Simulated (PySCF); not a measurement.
C₂H₆AlCl, charge +1, doublet, geometry from GFN2-xTB (such geometries of metal compounds can be far from the true shape) (a state made from the parent by changing its charge; the spin is typed, not shown lowest). Base run: DF-HF/cc-pVDZ (PySCF).

Input for PySCF:
```python
from pyscf import gto, scf

mol = gto.M(
    atom='''
Al    0.091244   -0.104779    0.096178
C     1.983315   -0.847047   -0.125519
H     1.975511   -1.925332    0.039993
H     2.631427   -0.352767    0.600482
H     2.278661   -0.598749   -1.147671
C    -0.336721   -1.043797    1.861153
H    -0.491636   -2.104434    1.655017
H    -1.254391   -0.577458    2.227328
H     0.490321   -0.906274    2.559179
Cl   -0.982096    1.127777   -1.035203
''',
    basis='cc-pvdz',
    charge=1,
    spin=1,
    verbose=4,
)

mf = scf.UHF(mol)
mf = mf.density_fit(auxbasis='def2-universal-jkfit')
mf.kernel()
```

Each row names what was changed in the base input (with any setting that the change needs).

| change | ΔE vs base (µEh) | SCF cycles | <S^2> |
|---|---|---|---|
| base | 0.0 | 12 | 0.811 |
| diis_space = 2 | 0.0 | 18 | 0.811 |
| conv_tol = 1e-4 | 5.9 | 6 | 0.810 |
| conv_tol_grad = 1e-7 | 0.0 | 16 | 0.811 |
| level_shift = 1.0 (with mf.max_cycle = 100) | 0.0 | 24 | 0.811 |
| diis = off; damp = 0.6 (with mf.diis_start_cycle = 200; with mf.max_cycle = 150) | 0.0 | 52 | 0.811 |
| conv_tol = 1e-12 | 0.0 | 17 | 0.811 |
| damp = 0.5; diis_start_cycle = 5 | 0.0 | 14 | 0.811 |
| init_guess = atom | 0.0 | 12 | 0.811 |
| diis_space = 4 | 0.0 | 12 | 0.811 |
| init_guess = huckel | 0.0 | 13 | 0.811 |
| init_guess = mod_huckel | 0.0 | 12 | 0.811 |
| conv_tol = 1e-11 | 0.0 | 14 | 0.811 |

Open shells are given as the SCF converged; they aren't shown to be the lowest states, and a large step between rows can be another state.
